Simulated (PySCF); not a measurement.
## SMILES C(=C)(C)/C(C)=C/B(C)C, C8H15B

Geometry:
| atom | x (Å) | y (Å) | z (Å) |
| --- | --- | --- | --- |
| C1 | 3.034 | -0.286 | -0.452 |
| C2 | 1.956 | 0.096 | 0.258 |
| C3 | 2.143 | 0.768 | 1.590 |
| C4 | 0.579 | -0.148 | -0.235 |
| C5 | 0.445 | -0.827 | -1.568 |
| C6 | -0.500 | 0.255 | 0.487 |
| B7 | -2.026 | 0.133 | 0.198 |
| C8 | -2.954 | 1.247 | 0.823 |
| C9 | -2.713 | -1.052 | -0.584 |
| H10 | 4.044 | -0.116 | -0.070 |
| H11 | 2.956 | -0.777 | -1.423 |
| H12 | 1.664 | 0.195 | 2.399 |
| H13 | 1.696 | 1.774 | 1.600 |
| H14 | 3.210 | 0.868 | 1.828 |
| H15 | 0.989 | -0.270 | -2.347 |
| H16 | -0.600 | -0.905 | -1.881 |
| H17 | 0.875 | -1.842 | -1.542 |
| H18 | -0.267 | 0.807 | 1.407 |
| H19 | -2.481 | 2.239 | 0.887 |
| H20 | -3.939 | 1.339 | 0.340 |
| H21 | -3.147 | 0.933 | 1.869 |
| H22 | -2.111 | -1.965 | -0.697 |
| H23 | -3.681 | -1.315 | -0.126 |
| H24 | -2.966 | -0.689 | -1.599 |

The calculation used PySCF, TDDFT CAM-B3LYP/def2-SVPD circular dichroism and optical rotation, one conformer, IEF-PCM water (non-equilibrium linear response, no local-field factor). Geometry: PBE0-D3(BJ)/def2-SVP.

States above about 7.9 eV (minus the energy of the highest occupied orbital) lie near or above the ionisation threshold and depend on the basis. No stereocentre is labelled: unless the shape is locked (an allene, a helicene, a hindered biaryl), the mirror image is equally populated and a measured rotation or CD is zero. Singlets 11 and 12 lie within 0.01 eV of each other, so their separate moments and overlaps can depend on how they mix.

(1) Draw the ECD and absorption spectra from the lowest 12 states, each a Gaussian of half-width 0.2 eV at 1/e height.

Results:

(1) 
```
E (eV)  λ (nm)  Δε (L mol⁻¹ cm⁻¹)  ε (L mol⁻¹ cm⁻¹)
  4.21     294              -0.13               108
  4.36     284              -3.23              2610
  4.51     275             -25.44             20500
  4.66     266             -64.95             52400
  4.81     258             -53.85             43400
  4.96     250             -14.49             11700
  5.11     242              -1.24              1020
  5.26     236              +0.49              41.9
  5.41     229              +3.06              82.7
  5.56     223              +9.06               361
  5.71     217             +27.80              1550
  5.86     211             +51.22              3020
  6.01     206             +34.40              2030
  6.16     201             +11.39               740
  6.31     196              +6.09               785
  6.46     192              +1.74               732
  6.61     187              +1.99              1470
  6.76     183              +6.48              5020
  6.91     179              +9.62              6850
  7.06     176             +22.20              4960
  7.21     172             +23.20              3400
  7.36     168              +3.81              2010
  7.51     165              -2.53              1490
  7.66     162              -6.02               998
```
Δε uses R in velocity form, ε uses f in length form. Only the states computed contribute, so the short-wavelength end is incomplete.
